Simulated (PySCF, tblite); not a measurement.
Isomers of C6H4FN, one GFN2-xTB conformer each. Single-point energies are computed at PBE0/pcSseg-1 (PySCF, gas phase, no added dispersion term), electronic only.

| SMILES | GFN2-xTB relative energy (kcal/mol) |
| --- | --- |
| C#CC(=C)[C@@H](F)C#N | 46.6 |
| N#CC1=CCC=C1F | 0.0 |

Conformers: `[CH:1]#[C:2][C:3](=[CH2:4])[C@@H:5]([F:6])[C:7]#[N:8]` with C2–C3–C5–F6 169°.

Problem. What does PBE0/pcSseg-1 give for the same structures?

Solution. 
```
              SMILES  PBE0/pcSseg-1 E (Eh)  PBE0/pcSseg-1 (kcal/mol)  GFN2-xTB (kcal/mol)  point group
       N#CC1=CCC=C1F            -385.10590                       0.0                  0.0           Cs
C#CC(=C)[C@@H](F)C#N            -385.03151                      46.7                 46.6           C1
```

Both levels put the same isomer lowest. As drawn, the higher has a C≡C bond, which the lower lacks.

Problem. Which frontier levels, dipoles and rotational constants go with these structures?

Solution. 
```tsv
SMILES	HOMO (eV, PBE0/pcSseg-1)	LUMO (eV)	dipole (D)	A, B, C (MHz)
N#CC1=CCC=C1F	-7.31	-1.93	5.44	3463, 1920, 1245
C#CC(=C)[C@@H](F)C#N	-7.83	-1.58	3.42	2688, 1813, 1250
```

Problem. What happens when harmonic zero-point energies from GFN2-xTB frequencies are added?

Solution. 
```csv
SMILES,ZPE (kcal/mol),electronic (kcal/mol),with ZPE (kcal/mol)
N#CC1=CCC=C1F,51.1,0.0,0.0
C#CC(=C)[C@@H](F)C#N,48.8,46.7,44.4
```

The zero-point energies span 2.3 kcal/mol. The order is unchanged.
